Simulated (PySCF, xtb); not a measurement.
C2H6BFO2, SMILES B(OC)(CF)O. The values are those of a single conformer.

Harmonic wavenumbers (cm⁻¹) from xtb with GFN2-xTB at its own minimum, in rising order: 44, 65, 157, 168, 236, 375, 439, 527, 583, 757, 820, 937, 1011, 1052, 1129, 1144, 1184, 1215, 1271, 1336, 1409, 1435, 1465, 1468, 2966, 2969, 2976, 2978, 2994, 3613.

**Question.** What does PySCF with PBE0-D3(BJ)/def2-SVP give at its own minimum? (The exact figures need the calculation; the answer reports its results.)

**Answer.** 24, 89, 152, 179, 270, 396, 471, 561, 634, 800, 891, 990, 1089, 1129, 1187, 1203, 1234, 1291, 1415, 1440, 1450, 1477, 1478, 1559, 3050, 3063, 3119, 3143, 3160, 3855. Paired by order, the mean absolute difference is 71 cm⁻¹ and the zero-point energies are 55.4 and 58.3 kcal/mol.
